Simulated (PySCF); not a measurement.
Sn(Cl)2 anion (Cl2Sn), SMILES [Cl][Sn][Cl] (connectivity only; charge and spin as stated), charge -1, multiplicity 2. Geometry: PBE0-D3(BJ)/def2-SVPD. The multiplicity is an assumed one; other spin states were not compared. The isomer is the one that the SMILES or the coordinates give; other isomers of the formula were not compared. The def2 effective core potentials stand for the cores of Sn; spin–orbit coupling is left out.

Level of theory: PBE0-D3(BJ)/def2-SVPD run with PySCF.

Harmonic wavenumbers (cm⁻¹): 86, 250, 270. Rotational constants (GHz): 4.167, 1.897, 1.304; symmetry number 2.

**Question.** Work out the zero-point energy and the ideal-gas rigid-rotor harmonic-oscillator thermochemistry at 298.15 K and 1 atm.

**Answer.** ZPE = ½ Σ hcν = ½ × 606 cm⁻¹ = 3.62 kJ/mol. H − E(el) = 18.02 kJ/mol. Entropy in J/(mol K): translation 174.16, rotation 110.70, vibration 29.62, spin 5.76, total 320.24. G − E(el) = -77.46 kJ/mol. Cp = 56.06 J/(mol K). Modes under 150 cm⁻¹ make the vibrational entropy uncertain.
